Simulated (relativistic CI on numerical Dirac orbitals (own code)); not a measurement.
# Forbidden lines of Tl³⁸⁺

Calculated at this level of theory: Dirac-Coulomb-Breit CI, separate exchange-only KLI orbitals for each configuration, a model potential for QED, unscaled Slater integrals (own radial code, finite nucleus).

Configurations in the expansion (outside the closed core [Ar] 3d10): 4s²4p⁶4d⁷, 4s²4p⁶4d⁶4f, 4s²4p⁵4d⁸, 4s4p⁶4d⁸, 4s²4p⁵4d⁷4f, 4s4p⁶4d⁷4f, 4s²4p⁶4d⁶5s, 4s²4p⁶4d⁵4f5s, 4s²4p⁶4d⁶5p, 4s²4p⁵4d⁷5s, 4s²4p⁶4d⁶5f, 4p⁶4d⁸4f, 4s²4p⁶4d⁵5s5p, 4s²4p⁶4d⁶6s, 4s4p⁶4d⁷5s, 4p⁶4d⁹, 4p⁵4d¹⁰, 4p⁵4d⁹4f, 4s²4p⁶4d⁵5s², 4s²4p⁶4d⁴4f5s², 4s²4p⁵4d⁵4f5s², 4s4p⁶4d⁵4f5s², 4p⁶4d⁸5s, 4p⁵4d⁹5s, 4p⁵4d⁸4f5s, 4p⁶4d⁷5s², 4p⁶4d⁶4f5s², 4p⁵4d⁸5s², 4p⁵4d⁷4f5s². Double excitations out of closed p, d and f shells are left out; levels of such configurations are missing from the list, as are those of other unlisted configurations, and high levels can miss mixing partners.

```
λ vac (Å)                     Lower                      Upper  Type   A (s⁻¹)  E lower (cm⁻¹)  E upper (cm⁻¹)
   53.538      4s²4p⁶4d⁷ ²H11/2 [9]  4s²4p⁶4d⁶4f ²K°15/2 [106]    M2  5.14e+04          271758         2139593
   293.56       4s²4p⁶4d⁷ ⁴P5/2 [7]       4s²4p⁶4d⁷ ²D5/2 [18]    M1  1.27e+05          258055          598706
   344.60       4s²4p⁶4d⁷ ⁴F7/2 [4]       4s²4p⁶4d⁷ ²F7/2 [17]    M1  8.06e+04          213840          504035
   351.97      4s²4p⁶4d⁷ ²F5/2 [11]       4s²4p⁶4d⁷ ²D5/2 [18]    M1  1.16e+05          314588          598706
   369.76      4s²4p⁶4d⁷ ⁴F5/2 [13]       4s²4p⁶4d⁷ ²D3/2 [19]    M1  4.56e+05          459009          729452
   380.40       4s²4p⁶4d⁷ ²H9/2 [5]       4s²4p⁶4d⁷ ²F7/2 [17]    M1  1.11e+05          241152          504035
   388.46      4s²4p⁶4d⁷ ⁴P3/2 [14]       4s²4p⁶4d⁷ ²D3/2 [19]    M1  2.36e+05          472026          729452
   400.07       4s²4p⁶4d⁷ ²H9/2 [5]       4s²4p⁶4d⁷ ²H9/2 [15]    M1  1.57e+05          241152          491106
   407.88       4s²4p⁶4d⁷ ⁴F7/2 [4]       4s²4p⁶4d⁷ ⁴F5/2 [13]    M1  4.31e+05          213840          459009
   414.68       4s²4p⁶4d⁷ ⁴F9/2 [1]        4s²4p⁶4d⁷ ²H9/2 [5]    M1  1.58e+05               0          241152
   454.00       4s²4p⁶4d⁷ ⁴P3/2 [6]       4s²4p⁶4d⁷ ⁴P3/2 [14]    M1  1.92e+05          251760          472026
   455.90      4s²4p⁶4d⁷ ²H11/2 [9]       4s²4p⁶4d⁷ ²H9/2 [15]    M1  8.97e+04          271758          491106
   459.29       4s²4p⁶4d⁷ ²P3/2 [2]        4s²4p⁶4d⁷ ⁴P1/2 [8]    M1  1.77e+05           47686          265415
   467.35       4s²4p⁶4d⁷ ⁴P5/2 [7]       4s²4p⁶4d⁷ ⁴P3/2 [14]    M1  1.96e+05          258055          472026
   467.64       4s²4p⁶4d⁷ ⁴F9/2 [1]        4s²4p⁶4d⁷ ⁴F7/2 [4]    M1  2.41e+05               0          213840
   475.36       4s²4p⁶4d⁷ ²P3/2 [2]        4s²4p⁶4d⁷ ⁴P5/2 [7]    M1  6.74e+04           47686          258055
   490.02       4s²4p⁶4d⁷ ²P3/2 [2]        4s²4p⁶4d⁷ ⁴P3/2 [6]    M1  1.09e+05           47686          251760
   499.76  4s²4p⁶4d⁶4f ⁴I°15/2 [41]  4s²4p⁶4d⁶4f ⁶H°15/2 [102]    M1  1.22e+05         1934734         2134832
   552.07       4s²4p⁶4d⁷ ²D5/2 [3]        4s²4p⁶4d⁷ ⁴P5/2 [7]    M1  5.61e+04           76918          258055
   571.94       4s²4p⁶4d⁷ ²D5/2 [3]        4s²4p⁶4d⁷ ⁴P3/2 [6]    M1  1.05e+05           76918          251760
```

Terms are leading LS components. Brackets give the number of a level in order of energy, since labels repeat. The list gives strong lines, with weight on those to low levels, among the lowest 400 of 10512 levels, so that lines to higher ones, which can be the strongest, are missing. Levels whose partners in the same complex of configurations lie outside the list can be far off, and so can their lines. Rates are taken at the computed energies, electric ones in the length gauge.

At this charge energies of transitions that change n are usually good to better than 1 %, and those within a shell (Δn = 0) to a few per cent. Terms inside the open d or f shell come out 10 to 20 % too wide with unscaled integrals.

LS names give the leading component of a level, which can be under half, so a name can repeat, a term be missing and a line seem to break the LS rules.
